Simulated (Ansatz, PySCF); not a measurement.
Gas-phase reaction in SMILES: CC(C)CO + 3 C (CH4) → 3 CC (C2H6) + CO (CH4O)
Structures are relaxed separately at B3LYP-D3(BJ)/def2-TZVP in Ansatz (a program for electronic structure), one conformer each, not searched for the lowest. Frequencies are from Ansatz or PySCF.

Wanted: bond separation energy (enthalpy at 298 K, with B3LYP-D3(BJ) rigid-rotor harmonic-oscillator terms), in kcal/mol. Correlated levels leave the core frozen unless marked. Spin-orbit coupling is left out. No relativistic terms. Basis-set limits of correlation are two-point, X^-3; Hartree-Fock from the larger set. [CCSD(T)-MP2]/basis is that difference in the basis named.

```tsv
level	program	bond separation energy (kcal/mol)
BLYP-D3(BJ)/def2-TZVPD	Ansatz + dftd3	10.8
B3LYP-D3(BJ)/def2-TZVPD	Ansatz + dftd3	10.9
HSE06-D3(BJ)/def2-TZVPD	Ansatz + dftd3	…
CAM-B3LYP-D3(BJ)/def2-TZVPD	Ansatz + dftd3	…
B2GP-PLYP-D4/def2-TZVPD	Ansatz + dftd4	12.0
RPA@PBE/cc-pVQZ	Ansatz	11.6
RI-MP2/CBS(cc-pVTZ,cc-pVQZ)+[CCSD(T)-MP2]/cc-pVTZ	Ansatz	…
```

What belongs in the gaps?


- HSE06-D3(BJ)/def2-TZVPD, bond separation energy (kcal/mol): 10.7
- CAM-B3LYP-D3(BJ)/def2-TZVPD, bond separation energy (kcal/mol): 11.2
- RI-MP2/CBS(cc-pVTZ,cc-pVQZ)+[CCSD(T)-MP2]/cc-pVTZ, bond separation energy (kcal/mol): 12.8
